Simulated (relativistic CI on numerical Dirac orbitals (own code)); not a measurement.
**Co3+: 2p photoemission**

Computed with this model: Dirac-Coulomb-Breit CI, separate exchange-only KLI orbitals for each configuration, a model potential for QED, valence Slater integrals scaled by 0.8, multiplet model of photoemission in the sudden approximation; configurations [Ar] 3d6 → [He] 2s2 2p5 3s2 3p6 3d6; 80 K; Lorentzian 0.5 eV and Gaussian 0.6 eV FWHM. Energies are those of the free ion, without screening or charge transfer. The energies are binding energies and can lie tens of eV above those of solids. S is read from ⟨S²⟩ = S(S + 1).

Field parameters in Wybourne normalisation: D3d B²₀ = −7Dσ, B⁴₀ = −14Dq − 21Dτ, B⁴₃ = −14√(10/7) Dq. The field is a parameter set, without covalency.

free ion: ground-state S = 2.00, centroid 842.20 eV. Peaks (eV, height): 834.6 (100), 836.5 (95), 838.3 (42), 841.6 (23), 852.5 (70), 853.7 (32), 856.3 (10).

D3d, 10Dq = 21050, Dσ = -1200, Dτ = 100 cm⁻¹: ground-state S = 0.03, centroid 842.81 eV. Peaks (eV, height): 837.0 (100), 840.1 (8), 841.3 (11), 852.1 (50), 853.6 (13), 855.6 (7).

Strongest unbroadened transitions for free ion:

```csv
Energy (eV),Relative strength
834.60,100.0
835.20,2.5
836.06,8.3
836.51,70.9
836.64,20.3
838.17,30.5
838.49,3.7
838.75,13.4
839.64,3.4
840.75,6.4
841.23,5.8
841.73,14.7
842.51,2.6
851.58,36.5
852.48,66.2
853.76,26.6
854.60,2.8
856.35,8.1
```
